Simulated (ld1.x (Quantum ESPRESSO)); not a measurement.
## Logarithmic derivatives: Sn (Z = 50), TM

* Element: Sn
* Generator: ld1.x (Quantum ESPRESSO) 7.5
* Type: norm-conserving Troullier–Martins (Kleinman–Bylander form)
* Functional: PBE
* Relativity: scalar-relativistic
* Frozen core: [Kr] 4d10
* Valence charge: 4
* Reference configuration: 5s2 5p2
* Partial waves: 5s (bound): rc 1.55 bohr; 5p (bound): rc 2.88 bohr; 5d channel at -0.05 Ry: rc 2.50 bohr
* Local potential: the d channel
* Core correction: a·sin(br)/r model core inside 0.95 bohr

The phase is arctan(r·u′/u) with u = r·R(r), unwrapped; energies in Ry, scanned from -3 to 5 Ry. A pole is an energy at which the radial function vanishes at the test radius. The pseudo phase is shifted by a multiple of π to meet the all-electron one at the reference energy, and phase errors are pseudo minus all-electron; the curves can meet again beyond the range given. Levels narrower than the energy grid can be missing from the lists of poles.

```
channel  radius (bohr)  reference energy (Ry)  poles, all-electron  poles, pseudo  unbroken range about the reference energy with phases within 0.05 rad  phase error 1 Ry above the reference energy (rad)
      s           3.14                  -0.78                -0.21    -0.21, 1.44                                                              below 0.9                                             +0.002
      p           3.14                  -0.27                 0.74           0.79                                                              below 2.0                                             +0.009
      d           3.14                  -0.05          -1.88, 2.45     1.10, 4.32                                                            -1.7 to 0.4                                             -0.539
```

Note: ghost states, extra bound levels that the all-electron valence spectrum of the same l lacks: s at -606.3 eV, p at -148.0 eV. A true bound ghost makes a file unfit for plane-wave use.

Phases in the p channel:

```csv
E (Ry),all-electron,pseudo
-3.00,1.367,1.368
-2.52,1.342,1.344
-2.04,1.306,1.308
-1.56,1.245,1.248
-1.08,1.115,1.119
-0.60,0.638,0.642
-0.12,-0.991,-0.989
0.36,-1.450,-1.445
0.84,-1.592,-1.581
1.32,-1.679,-1.660
1.80,-1.767,-1.730
2.28,-1.900,-1.815
2.76,-2.235,-1.957
3.24,-3.458,-2.318
3.72,-4.272,-3.439
4.20,-4.488,-4.214
4.68,-4.582,-4.447
```
